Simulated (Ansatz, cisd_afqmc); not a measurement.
System: Sn, charge 0, triplet.

Total energies in def2-TZVPP, 4 correlated electrons, 9 frozen orbitals. Open shells are spin-unrestricted; no spin-orbit coupling. Correlated methods leave the cores frozen (noble-gas shells, and filled d and f shells in the p block). Past Kr the def2 sets carry scalar-relativistic core potentials. AFQMC is phaseless with a CISD trial state; ± is one standard error, without the phaseless bias. Outlying blocks are dropped, and bars are widened where a walk drifts. Over all cases where full CI ran beside it in this data, AFQMC minus full CI had a median of +0.1 mEh and passed +0.4 mEh in a tenth of the cases. Spin-orbit terms, left out, reach several kcal/mol for Br and I, and more for heavier atoms.

```csv
method,program,energy (Eh),minus CCSDTQ (mEh)
HF,Ansatz,-213.33992,57.98
MP2,Ansatz,-213.38292,14.98
CCSD,Ansatz,-213.39588,2.02
CCSD(T),Ansatz,-213.39742,0.48
CCSDT(Q),Ansatz,-213.39789,0.01
CCSDTQ,Ansatz,-213.39790,0.00
AFQMC/CISD,cisd_afqmc,-213.3978 ± 0.0001,0.1 ± 0.1
```

Ansatz is an electronic-structure program.
